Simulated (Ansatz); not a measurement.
The cluster Ag4Se⁻. Charge -1, multiplicity 2. Geometry PBE-D4/def2-SVPD.

```xyz
5

Ag    1.5811    0.0576   -0.5831
Ag   -0.6230    1.0510    1.1128
Ag   -0.5900    1.2803   -1.7286
Ag   -1.0934   -1.1802   -0.3800
Se    0.7253   -1.2086    1.5789
```

In the def2 sets Ag takes a core potential; there is no spin–orbit coupling. B3LYP takes the VWN-RPA correlation. At PBE-D4/def2-TZVPD, revPBE-D4/def2-TZVPD, r2SCANh-D4/def2-TZVPD, B3LYP-D4/def2-TZVPD the highest occupied level of the charge -1 doublet lies above zero (up to 0.50 eV). The electron is either unbound and held by the finite basis, or the level is raised by self-interaction error. Another isomer (doublet) lies 0.50 eV lower at PBE0-D4/def2-TZVPD; other spin states weren't run for this one.

(1) Estimate the α-spin orbital energies around the gap (eV) in Ansatz with PBE-D4/def2-TZVPD, revPBE-D4/def2-TZVPD, r2SCANh-D4/def2-TZVPD, B3LYP-D4/def2-TZVPD, PBE0-D4/def2-TZVPD.

Answers

(1) 
```json
{"orbital": "HOMO−5", "PBE-D4/def2-TZVPD": "-2.90", "revPBE-D4/def2-TZVPD": "-2.83", "r2SCANh-D4/def2-TZVPD": "-3.69", "B3LYP-D4/def2-TZVPD": "-4.20", "PBE0-D4/def2-TZVPD": "-4.48"}
{"orbital": "HOMO−4", "PBE-D4/def2-TZVPD": "-2.80", "revPBE-D4/def2-TZVPD": "-2.72", "r2SCANh-D4/def2-TZVPD": "-3.61", "B3LYP-D4/def2-TZVPD": "-3.89", "PBE0-D4/def2-TZVPD": "-4.07"}
{"orbital": "HOMO−3", "PBE-D4/def2-TZVPD": "-1.57", "revPBE-D4/def2-TZVPD": "-1.47", "r2SCANh-D4/def2-TZVPD": "-2.06", "B3LYP-D4/def2-TZVPD": "-2.32", "PBE0-D4/def2-TZVPD": "-2.46"}
{"orbital": "HOMO−2", "PBE-D4/def2-TZVPD": "-1.48", "revPBE-D4/def2-TZVPD": "-1.38", "r2SCANh-D4/def2-TZVPD": "-1.90", "B3LYP-D4/def2-TZVPD": "-2.13", "PBE0-D4/def2-TZVPD": "-2.25"}
{"orbital": "HOMO−1", "PBE-D4/def2-TZVPD": "-0.71", "revPBE-D4/def2-TZVPD": "-0.62", "r2SCANh-D4/def2-TZVPD": "-1.06", "B3LYP-D4/def2-TZVPD": "-1.25", "PBE0-D4/def2-TZVPD": "-1.34"}
{"orbital": "HOMO", "PBE-D4/def2-TZVPD": "0.41", "revPBE-D4/def2-TZVPD": "0.50", "r2SCANh-D4/def2-TZVPD": "0.11", "B3LYP-D4/def2-TZVPD": "0.06", "PBE0-D4/def2-TZVPD": "0.00"}
{"orbital": "LUMO", "PBE-D4/def2-TZVPD": "0.53", "revPBE-D4/def2-TZVPD": "0.63", "r2SCANh-D4/def2-TZVPD": "0.81", "B3LYP-D4/def2-TZVPD": "0.96", "PBE0-D4/def2-TZVPD": "1.17"}
{"orbital": "LUMO+1", "PBE-D4/def2-TZVPD": "1.03", "revPBE-D4/def2-TZVPD": "1.13", "r2SCANh-D4/def2-TZVPD": "1.39", "B3LYP-D4/def2-TZVPD": "1.43", "PBE0-D4/def2-TZVPD": "1.68"}
{"orbital": "LUMO+2", "PBE-D4/def2-TZVPD": "2.24", "revPBE-D4/def2-TZVPD": "2.32", "r2SCANh-D4/def2-TZVPD": "2.67", "B3LYP-D4/def2-TZVPD": "2.62", "PBE0-D4/def2-TZVPD": "2.78"}
{"orbital": "LUMO+3", "PBE-D4/def2-TZVPD": "2.55", "revPBE-D4/def2-TZVPD": "2.65", "r2SCANh-D4/def2-TZVPD": "2.92", "B3LYP-D4/def2-TZVPD": "2.96", "PBE0-D4/def2-TZVPD": "3.12"}
{"orbital": "LUMO+4", "PBE-D4/def2-TZVPD": "2.57", "revPBE-D4/def2-TZVPD": "2.67", "r2SCANh-D4/def2-TZVPD": "2.93", "B3LYP-D4/def2-TZVPD": "2.98", "PBE0-D4/def2-TZVPD": "3.13"}
{"orbital": "LUMO+5", "PBE-D4/def2-TZVPD": "2.95", "revPBE-D4/def2-TZVPD": "2.91", "r2SCANh-D4/def2-TZVPD": "3.49", "B3LYP-D4/def2-TZVPD": "3.21", "PBE0-D4/def2-TZVPD": "3.38"}
{"orbital": "β HOMO", "PBE-D4/def2-TZVPD": "-0.60", "revPBE-D4/def2-TZVPD": "-0.49", "r2SCANh-D4/def2-TZVPD": "-0.86", "B3LYP-D4/def2-TZVPD": "-1.11", "PBE0-D4/def2-TZVPD": "-1.14"}
{"orbital": "β LUMO", "PBE-D4/def2-TZVPD": "0.70", "revPBE-D4/def2-TZVPD": "0.81", "r2SCANh-D4/def2-TZVPD": "1.09", "B3LYP-D4/def2-TZVPD": "1.12", "PBE0-D4/def2-TZVPD": "1.40"}
```
